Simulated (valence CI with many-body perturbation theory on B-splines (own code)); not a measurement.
## Ladder of approximations for Pt⁶⁵⁺

Computed by relativistic CI+MBPT: three valence electrons over a frozen Dirac-Fock core [Ne], radial functions for each j: 11 s, 11 p, 9 d, 7 f, 5 g, 2 h, 1 i, with the one-electron correlation potential Σ1, the two-electron term Σ2, the three-electron term Σ3, Breit, model QED; selected CI, second order for the rest (own B-spline code, finite nucleus).

The last digits are not significant, and no measured levels were compared; by estimate large intervals hold to a few tenths of a per cent, small ones and those within an open d or f shell to about a per cent.

Each rung adds one term. CI alone is the Dirac-Coulomb CI over the frozen core; QED comes last and gives the full result, which names the levels. Energies are above (3s^2 3p1/2) J=1/2 on the same rung, in eV.

Levels are named by their leading jj configuration (3d3/2^4 stands for four electrons in 3d with j = 3/2), which in mixed levels can hold well under half, so a name can repeat and another be missing. Letters in brackets count levels of one name in rising energy.

| Level | CI alone | Σ1 | Σ2 | Σ3 | Breit | QED | Full |
| --- | --- | --- | --- | --- | --- | --- | --- |
| (3s 3p1/2^2) J=1/2 | 183.5 | -0.30 | -0.08 | +0.01 | +5.15 | -5.60 | 182.7 |
| (3s^2 3p3/2) J=3/2 | 472.7 | +0.22 | +0.11 | 0.00 | -5.53 | +0.42 | 467.9 |
| (3s 3p1/2 3p3/2) J=3/2 [a] | 623.1 | -0.08 | +0.32 | +0.03 | -0.55 | -5.08 | 617.7 |
| (3s 3p1/2 3p3/2) J=5/2 | 643.8 | -0.07 | +0.16 | +0.02 | -1.51 | -5.06 | 637.4 |
| (3s 3p1/2 3p3/2) J=3/2 [b] | 665.5 | -0.07 | -0.03 | +0.02 | -2.04 | -4.22 | 659.2 |
| (3s 3p1/2 3p3/2) J=1/2 | 676.4 | -0.07 | -0.40 | 0.00 | -0.46 | -5.15 | 670.3 |
| (3s^2 3d3/2) J=3/2 | 726.6 | -0.05 | -0.62 | -0.04 | -5.44 | -1.69 | 718.7 |
| (3s^2 3d5/2) J=5/2 | 823.5 | +0.14 | -0.35 | -0.04 | -9.26 | -0.53 | 813.4 |
| (3s 3p1/2 3d3/2) J=3/2 [a] | 844.0 | -0.35 | -0.01 | +0.03 | +0.99 | -8.01 | 836.7 |
| (3s 3p1/2 3d3/2) J=3/2 [b] | 858.5 | -0.35 | -0.15 | +0.01 | +0.71 | -8.19 | 850.5 |
| (3s 3p1/2 3d3/2) J=5/2 | 871.5 | -0.34 | -0.08 | 0.00 | -2.37 | -6.26 | 862.5 |
| (3s 3p1/2 3d3/2) J=1/2 | 899.5 | -0.34 | -0.51 | -0.03 | -1.30 | -6.25 | 891.1 |
| (3s 3p1/2 3d3/2) J=3/2 [c] | 908.1 | -0.34 | -0.59 | -0.05 | -0.99 | -6.79 | 899.3 |
| (3s 3p1/2 3d5/2) J=5/2 [a] | 977.9 | -0.16 | -0.16 | -0.03 | -4.26 | -5.98 | 967.3 |
| (3s 3p1/2 3d5/2) J=7/2 | 994.8 | -0.15 | -0.27 | -0.02 | -5.38 | -5.98 | 983.0 |
| (3s 3p1/2 3d5/2) J=5/2 [b] | 1005.0 | -0.16 | -0.30 | -0.07 | -4.75 | -6.01 | 993.8 |
| (3s 3p1/2 3d5/2) J=3/2 | 1009.2 | -0.17 | -0.52 | -0.04 | -3.72 | -6.22 | 998.6 |
| (3p1/2^2 3d3/2) J=3/2 | 1075.2 | -0.63 | -0.48 | -0.01 | +3.59 | -11.79 | 1065.9 |
| (3s 3p3/2^2) J=5/2 | 1108.8 | +0.15 | +0.26 | +0.01 | -6.55 | -4.64 | 1098.0 |
| (3s 3p3/2^2) J=1/2 | 1148.5 | +0.15 | -0.03 | 0.00 | -5.74 | -4.67 | 1138.2 |
| (3s 3p3/2^2) J=3/2 | 1156.8 | +0.15 | -0.35 | 0.00 | -6.22 | -4.69 | 1145.7 |
| (3p1/2^2 3d5/2) J=5/2 | 1199.3 | -0.45 | -0.69 | -0.03 | +0.55 | -11.53 | 1187.1 |
| (3p1/2 3p3/2^2) J=5/2 | 1310.4 | -0.14 | +0.08 | +0.04 | -3.93 | -8.63 | 1297.8 |
| (3p1/2 3p3/2^2) J=3/2 | 1315.7 | -0.15 | -0.27 | +0.02 | -1.76 | -9.87 | 1303.6 |
| (3p1/2 3p3/2^2) J=1/2 | 1333.6 | -0.14 | -0.13 | +0.03 | -2.40 | -9.08 | 1321.9 |
| (3s 3p3/2 3d3/2) J=3/2 [a] | 1343.8 | -0.12 | -0.15 | -0.02 | -6.94 | -5.96 | 1330.7 |
| (3s 3p3/2 3d3/2) J=1/2 [a] | 1345.5 | -0.12 | -0.10 | -0.02 | -6.28 | -6.21 | 1332.7 |
| (3s 3p3/2 3d3/2) J=5/2 [a] | 1349.9 | -0.12 | -0.26 | -0.01 | -6.57 | -6.75 | 1336.2 |
| (3s 3p3/2 3d3/2) J=7/2 | 1352.6 | -0.12 | -0.07 | -0.03 | -8.35 | -5.78 | 1338.3 |
| (3s 3p3/2 3d3/2) J=3/2 [b] | 1382.8 | -0.11 | -0.57 | -0.04 | -7.24 | -5.95 | 1368.9 |
| (3s 3p3/2 3d3/2) J=5/2 [b] | 1396.1 | -0.12 | -0.73 | -0.03 | -7.17 | -6.23 | 1381.8 |

The middle columns are the shifts that each term adds.

Problem. How does the ionisation energy move along the ladder, and which term matters most?

Solution. CI alone 7675.6, + Σ1 7676.8, + Σ2 7676.8, + Σ3 7676.7, + Breit 7664.6, + QED 7664.2 eV. The largest step is Breit, -12.1 eV. NIST lists 7660 ± 30 eV (theoretical).
